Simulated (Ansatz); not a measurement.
Gas-phase electronic energies from Ansatz, PBE0-D4/def2-TZVP geometries. CCSD(T)/CBS is the MP2 limit (def2-TZVPP, def2-QZVPP) plus CCSD(T) − MP2 in def2-TZVPP, frozen cores. This one scheme is used for every species. Functionals use def2-TZVPP. HSE06 is defined as in plane-wave codes. def2 core potentials past Kr. For In, Se outer-core shells are correlated without core-valence functions, which leaves a few kJ/mol of doubt a bond. Scalar relativity is left out up to krypton. Each species was taken in one conformer, which may not be the lowest.

`C=[CH][InH][Cl]` + `C[SeH]` → `C[Se][InH][Cl]` + `C=C`  (ligand exchange at the In–C bond)

`C=[CH][InH][Cl]`:

Cartesian coordinates in Å:
```
C 0.484 0.365 -1.306
C -0.476 -0.299 -0.668
In -0.487 -0.372 1.445
Cl 1.362 0.846 2.250
H 1.280 0.881 -0.774
H 0.518 0.422 -2.392
H -1.248 -0.799 -1.247
H -1.432 -1.045 2.692
```

`C[SeH]`:

Z-matrix (Å, degrees):
```
C
Se 1 1.949
H 1 1.088 2 110.6
H 1 1.087 2 110.6 3 -123.3
H 1 1.089 2 106.0 3 118.4
H 2 1.468 1 95.4 3 61.7
```

`C[Se][InH][Cl]`:

Z-matrix (Å, degrees):
```
C
Se 1 1.962
H 1 1.086 2 110.5
H 1 1.089 2 105.6 3 119.0
H 1 1.086 2 110.3 3 -122.1
In 2 2.475 1 99.1 3 57.8
Cl 6 2.344 2 111.2 1 -0.6
H 6 1.701 2 131.3 1 179.7
```

`C=C`:

Z-matrix (Å, degrees):
```
C
C 1 1.323
H 1 1.085 2 121.7
H 1 1.085 2 121.7 3 -180.0
H 2 1.085 1 121.7 3 -0.0
H 2 1.085 1 121.7 3 -180.0
```

Question: Is it downhill or uphill in electronic energy at CCSD(T)/CBS, and by how much? (Best estimate.)

Answer: The calculation gave: Downhill: ΔE = -29.4 kcal/mol.

Question: What do these levels give: r2SCAN-D4, BLYP, r2SCANh, r2SCAN0, HSE06, HF/def2-QZVPP? (Best estimate.)

Answer: Computed: r2SCAN-D4 -29.8, BLYP -28.8, r2SCANh -29.8, r2SCAN0 -30.0, HSE06 -29.3, HF/def2-QZVPP -30.5 kcal/mol.

Largest T1 diagnostic among the species: 0.013.

From BLYP to BHLYP (50 % exact exchange), in def2-TZVPP and without D4, ΔE moves by −1.1 kcal/mol. Leaving LDA and LC-ωPBE aside and taking each functional with its dispersion term where it has one, the values, not all of them listed here, spread over 2.6 kcal/mol, from BHLYP-D4 to ωB97X-V.
